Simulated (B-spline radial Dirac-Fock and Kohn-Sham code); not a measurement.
Dipole and non-dipole photoemission parameters of Ge²⁺ 3d5/2

System: the Ge²⁺ ion, configuration [Ar] 3d10 4s2; threshold 58.78 eV (orbital energy of the model). Model: Dirac-Hartree-Slater photoionisation with a Latter tail; cross sections with all multipoles, angular parameters from the dipole term and its interference with E2. Program: an atomic code on a B-spline grid.

Input of the calculation (task.json; shells as n, l, electrons):

```json
{"items": [{
  "Z": 32,
  "q": 2,
  "cfg": [[1, 0, 2], [2, 0, 2], [2, 1, 6], [3, 0, 2], [3, 1, 6], [3, 2, 10], [4, 0, 2]],
  "A": 74,
  "rrms": 4.0742,
  "do": "xps",
  "hv": [60.9, 61.1, 62.8, 80, 100, 141.0, 150, 316.0, 333.0, 463.0, 496.0, 555.0, 562.0, 600, 800, 821.0, 823.0, 1070.0, 2000, 2970.0, 3390.0, 4000, 5290.0, 5414.7, 5980.0, 6980.0, 7200.0, 8600.0, 8870.0, 9150.0]
}]}
```

Run with: `python xray2_run.py task.json out`

For linearly polarised light dσ/dΩ = σ/(4π) [1 + β P₂(cos θ) + (δ + γ cos²θ) sin θ cos φ], with θ from the polarisation vector and φ the angle between the beam and the projection of the electron momentum on the plane normal to the polarisation.

```tsv
hν (eV)	σ (kb)	β	γ	δ
80	4330	0.061	-0.009	0.010
100	4850	0.278	-0.007	0.012
141	4030	0.614	0.002	0.017
150	3780	0.666	0.004	0.017
316	1060	1.106	0.065	0.028
333	937	1.124	0.073	0.029
463	415	1.199	0.135	0.036
496	345	1.207	0.152	0.038
555	253	1.214	0.182	0.041
562	245	1.215	0.185	0.041
600	203	1.216	0.204	0.043
800	86.7	1.195	0.299	0.053
821	80.1	1.191	0.309	0.054
823	79.5	1.191	0.310	0.054
1070	34.6	1.138	0.412	0.067
2000	4.07	0.934	0.670	0.118
2970	0.949	0.784	0.821	0.170
3390	0.574	0.735	0.868	0.192
4000	0.303	0.676	0.926	0.224
5290	0.0999	0.583	1.017	0.286
5414.7	0.0910	0.575	1.024	0.292
5980	0.0608	0.544	1.054	0.318
6980	0.0322	0.497	1.095	0.362
7200	?	?	?	?
8600	0.0134	0.436	1.143	0.429
8870	0.0118	0.427	1.149	0.440
9150	0.0103	0.418	1.154	0.451
```

Q: Give the values at 7200 eV.

A: σ = 0.0283 kb, β = 0.488, γ = 1.103, δ = 0.371.
